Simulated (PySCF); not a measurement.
A species of formula C5H10GeSi has this rotational fingerprint, computed with PBE0-D3(BJ)/def2-SVP geometry optimisation, gas phase in PySCF:

| Item | Value |
| --- | --- |
| Rotational constants | A = 3244, B = 478.2, C = 450.2 MHz |
| Dipole components | \|μa\| = 0.66 D, \|μb\| = 1.17 D, \|μc\| = 0.41 D |
| Inertial defect | -90.04 u·Å² |
| κ | -0.98 |

Task: Which candidate fits, each taken in the one conformer that was computed?
A. `[CH:1]#[C:2][C@H:3]([GeH3:4])[SiH2:5][CH:6]=[CH2:7]` with C2–C3–Si5–C6 -179°, C3–Si5–C6–C7 113°
B. `[CH2:1]=[C:2]([CH3:3])[GeH2:4][C:5]#[C:6][SiH3:7]` with C1–C2–Ge4–C5 125°
C. `[CH2:1]=[CH:2][SiH2:3][C:4]#[C:5][GeH2:6][CH3:7]` with C1–C2–Si3–C4 -1°

Result: C. It is C=C[SiH2]C#[C][GeH2][CH3], a near-prolate asymmetric top, point group C1. The candidates at the same level (rigid rotor, commonest isotopes):

```json
{"SMILES": "C=C[SiH2]C#[C][GeH2][CH3]", "A (MHz)": "3244", "B (MHz)": "478.2", "C (MHz)": "450.2", "μa (D)": "0.66", "μb (D)": "1.17", "μc (D)": "0.41", "Δ (u·Å²)": "-90.04", "point group": "C1", "rotor": "near-prolate asymmetric top"}
{"SMILES": "C=[C](C)[GeH2][C]#C[SiH3]", "A (MHz)": "2723", "B (MHz)": "588.5", "C (MHz)": "522.4", "μa (D)": "0.84", "μb (D)": "0.59", "μc (D)": "0.11", "Δ (u·Å²)": "-76.97", "point group": "C1", "rotor": "near-prolate asymmetric top"}
{"SMILES": "C#C[C@H]([GeH3])[SiH2]C=C", "A (MHz)": "1729", "B (MHz)": "939.6", "C (MHz)": "646.2", "μa (D)": "0.79", "μb (D)": "0.80", "μc (D)": "0.52", "Δ (u·Å²)": "-48.06", "point group": "C1", "rotor": "asymmetric top"}
```

`C#C[C@H]([GeH3])[SiH2]C=C` has B 96 % too high; `C=[C](C)[GeH2][C]#C[SiH3]` has B 23 % too high. No structure here is proved a minimum.
